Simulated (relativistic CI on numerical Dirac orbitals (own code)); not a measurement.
**How the errors of a small relativistic CI change along the 51-electron sequence**

Levels calculated with a relativistic CI code on KLI orbitals, against measured ones, in five cumulative steps: (1) Dirac-Coulomb, each configuration alone; (2) with Breit and QED terms; (3) with configuration mixing; (4) with scaled Slater integrals; (5) with a P86 correlation estimate. Each ion has its own short list of configurations; levels above 2,000 cm⁻¹ that pair in every step are counted, and ions without enough such levels are left out. The scale is 0.85 up to charge 4 and 0.9 beyond; P86 is a density functional added for each configuration.

Median relative error (%):

| Ion | Ground | Levels | (1) | (2) | (3) | (4) | (5) |
| --- | --- | --- | --- | --- | --- | --- | --- |
| Sb | 5s2 5p3 | 10 | 3.7 | 3.7 | 3.0 | 5.1 | 3.9 |
| Te+ | 5s2 5p3 | 4 | 16.1 | 15.9 | 6.6 | 1.1 | 2.8 |
| Xe3+ | 5s2 5p3 | 24 | 2.8 | 2.6 | 5.4 | 3.6 | 5.2 |
| Cs4+ | 5s2 5p3 | 14 | 1.2 | 1.2 | 5.1 | 3.1 | 4.5 |
| Ba5+ | 5s2 5p3 | 14 | 0.6 | 0.8 | 4.1 | 3.0 | 4.2 |

Mean absolute error (cm⁻¹):

| Ion | (1) | (2) | (3) | (4) | (5) |
| --- | --- | --- | --- | --- | --- |
| Sb | 1929 | 1925 | 1496 | 2233 | 1758 |
| Te+ | 4231 | 4111 | 1810 | 691 | 1356 |
| Xe3+ | 4178 | 4060 | 6889 | 5041 | 6893 |
| Cs4+ | 3040 | 2991 | 8384 | 4993 | 7031 |
| Ba5+ | 2378 | 2274 | 7656 | 5760 | 7929 |

In step (3), fully ab initio, the relative error is 3.0 % for Sb and 4.1 % for Ba5+, while the absolute error goes from 1496 to 7656 cm⁻¹. The usual fall of relative errors with the charge does not show here. The sets of levels differ from ion to ion, which blurs the trend. Mixing (step 3) lowers the mean absolute error for 2 of the 5 ions and scaling (step 4) for 4. The P86 step changes the mean absolute error by a factor of 0.8 for the first ion and 1.4 for the last.

Sources of the measured levels: Sb, NIST Handbook of Basic Atomic Spectroscopic Data (Sansonetti and Martin, J. Phys. Chem. Ref. Data 34, 1559 (2005)); Te+, NIST Handbook of Basic Atomic Spectroscopic Data (Sansonetti and Martin, J. Phys. Chem. Ref. Data 34, 1559 (2005)); Xe3+, Saloman, J. Phys. Chem. Ref. Data 33, 765 (2004); Cs4+, Sansonetti, J. Phys. Chem. Ref. Data 38, 761 (2009); Ba5+, Sansonetti and Curry, J. Phys. Chem. Ref. Data 39, 043103 (2010).
